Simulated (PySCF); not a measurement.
Species: CH7B3N4.
Z-matrix (Å and degrees, GFN2-xTB geometry), rows numbered from 1:
```
C 
N   1  1.2395
B   2  1.4057  1  146.54
N   3  1.4308  2  121.08  1   -92.99
B   4  1.4120  3  122.45  2  -172.97
N   5  1.4186  4  117.22  3     0.22
B   6  1.4187  5  123.34  4    -0.00
N   7  1.4120  6  117.26  5    -0.21
H   1  1.0904  2  120.15  3   179.72
H   1  1.0977  2  124.36  3    -0.44
H   4  1.0078  3  118.13  2     6.45
H   5  1.1752  4  121.26  3  -179.47
H   6  1.0080  5  118.33  4   179.86
H   7  1.1751  6  121.55  5  -179.88
H   8  1.0080  3  118.19  2    -6.73
```

PySCF, density fitting, gas phase, GFN2-xTB geometry. The standard run uses grid level 2 after a coarse-grid start, the def2-universal JK fitting basis (with tight functions added where the orbital basis needs them), an energy threshold of 1e-9 Eh and DIIS. The changed runs have no coarse-grid stage.

Question: Standard PBE0/pcSseg-1: E = -335.688959 Eh, HOMO -6.681 eV, LUMO -0.624 eV, dipole 1.871 D, 14 cycles (coarse-grid cycles included). What changes at PBE0/pcSseg-1 with: grid level 1, start guess huckel?

Answer: E = -335.688908 Eh (+0.051 mEh), HOMO -6.681 eV (0.000), LUMO -0.624 eV (0.000), dipole 1.871 D (0.000), 12 SCF cycles. Of the changed settings only the grid enters the energy expression; the total energy moves by 0.03 kcal/mol.

The cycles:
```
cycle   1  E = -334.0312947455  dE = -1.361e+00  |g| = 2.744e+00  |ddm| = 4.467e+00
cycle   2  E = -333.4696812619  dE =  5.616e-01  |g| = 3.071e+00  |ddm| = 3.236e+00
cycle   3  E = -335.6292512570  dE = -2.160e+00  |g| = 5.032e-01  |ddm| = 2.087e+00
cycle   4  E = -335.6695193299  dE = -4.027e-02  |g| = 2.908e-01  |ddm| = 6.337e-01
cycle   5  E = -335.6883440750  dE = -1.882e-02  |g| = 5.072e-02  |ddm| = 2.254e-01
cycle   6  E = -335.6888543253  dE = -5.103e-04  |g| = 1.591e-02  |ddm| = 4.498e-02
cycle   7  E = -335.6889065331  dE = -5.221e-05  |g| = 2.632e-03  |ddm| = 1.115e-02
cycle   8  E = -335.6889074698  dE = -9.366e-07  |g| = 1.604e-03  |ddm| = 2.458e-03
cycle   9  E = -335.6889079957  dE = -5.259e-07  |g| = 3.476e-04  |ddm| = 9.292e-04
cycle  10  E = -335.6889080182  dE = -2.253e-08  |g| = 1.445e-04  |ddm| = 3.075e-04
cycle  11  E = -335.6889080229  dE = -4.765e-09  |g| = 1.511e-05  |ddm| = 9.411e-05
cycle  12  E = -335.6889080230  dE = -4.786e-11  |g| = 1.638e-06  |ddm| = 1.118e-05
```
